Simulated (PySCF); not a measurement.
## Shifts of the heteroatoms

Structure with atom numbers: `[CH3:1][O:2][C:3](=[O:4])[C:5]1=[CH:6][C:7]([F:8])([F:9])[O:10]1`. Each H is labelled by its parent atom.

How the numbers were obtained: σ from GIAO-PBE0/pcSseg-1, structure optimised with GFN2-xTB, spin–spin couplings from B3LYP/pcJ-1 (spin–dipole term only in couplings to heteroatoms), in PySCF (no solvent, rapidly exchanging positions averaged, relativity neglected, one computed conformer).

Task: What are the ¹⁹F shifts?

Result: 
| atoms | environment | σ (ppm) | δ (ppm) |
| --- | --- | --- | --- |
| F8/F9 | fluorine of a CF2 group | 280.8 | -92.7 |

Shieldings were converted by a linear fit to measured shifts: ¹⁹F (scatter 6.0 ppm rms, 7.0 ppm with the 5 outliers that the fit left out vs CFCl3, solution or neat liquid, with a term for F on sp3 carbon). Occasional misses reach two or three times the rms, and more in compound classes unlike the fitted ones. Couplings are scaled by factors fitted to measured values: ²J(H,H) × 0.95 (rms 1.3 Hz), ¹J(C,F) × 0.77 (rms 8.7 Hz), ²J(C,F) × 1.14 (rms 1.9 Hz, 10.1 with 1 outliers), ³J(C,F) × 1.46 (rms 1.5 Hz); all others are unscaled and can be 10–30 % off.

Couplings (the largest are listed; each averaged over equivalent pairs): ¹J(C7,F8) = -282.0 Hz, ²J(F8,F9) = 52.2 Hz, ²J(C6,F8) = 30.8 Hz, ²J(F8,O10) = -24.9 Hz, ³J(C5,F8) = 14.3 Hz, ³J(F8,H(C6)) = -1.4 Hz.

On a 600 MHz spectrometer ¹⁹F resonates near 564.6 MHz, so 1 ppm is 564.6 Hz.

Task: Where does ¹⁷O resonate?

Result: 
```tsv
atoms	environment	σ (ppm)	δ (ppm)
O4	ester carbonyl oxygen	-108.2	365.2
O10	ether oxygen	124.6	153.2
O2	ester alkoxy oxygen	140.8	138.5
```

Shieldings were converted by a linear fit to measured shifts: ¹⁷O (scatter 10.7 ppm rms, 12.2 ppm with the 3 outliers that the fit left out vs liquid water, solution or neat liquid). Occasional misses reach two or three times the rms, and more in compound classes unlike the fitted ones. Couplings are scaled by factors fitted to measured values: ²J(H,H) × 0.95 (rms 1.3 Hz), ¹J(C,F) × 0.77 (rms 8.7 Hz), ²J(C,F) × 1.14 (rms 1.9 Hz, 10.1 with 1 outliers), ³J(C,F) × 1.46 (rms 1.5 Hz); all others are unscaled and can be 10–30 % off.

Couplings (the largest are listed; each averaged over equivalent pairs; quadrupolar broadening usually hides them): ²J(F8,O10) = -24.9 Hz, ²J(O2,H(C1)) = -6.2 Hz.

On a 600 MHz spectrometer ¹⁷O resonates near 81.3 MHz, so 1 ppm is 81.3 Hz.
